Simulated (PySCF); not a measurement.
**Radial density of Cs(3+) (caesium, charge +3)**

LDA, [Kr] 4d10 5s2 5p4, high-spin 3P determinant. Calculation: PySCF 2.14, in def2-SVP with the def2 core potential (46 electrons); a scalar-relativistic core potential. This is the valence pseudo-density: the core potential removes the inner electrons and smooths the orbitals near the nucleus.

| r (bohr) | 4πr²ρ (e/bohr) | 4πr²(ρα − ρβ) |
| --- | --- | --- |
| 0.187 | 1.676e-05 | 0.0000 |
| 0.314 | 0.0001705 | 0.0000 |
| 0.529 | 0.007809 | 0.0005 |
| 0.889 | 0.6038 | 0.1307 |
| 1.50 | 4.247 | 1.2850 |
| 2.52 | 1.802 | 0.7008 |
| 4.23 | 0.03163 | 0.0116 |
| 7.12 | 1.094e-05 | 0.0000 |
| 12.0 | 1.536e-05 | 0.0000 |

Energies and moments cover only the electrons outside the core potential. Spin-orbit coupling, absent here, splits the open shell strongly.
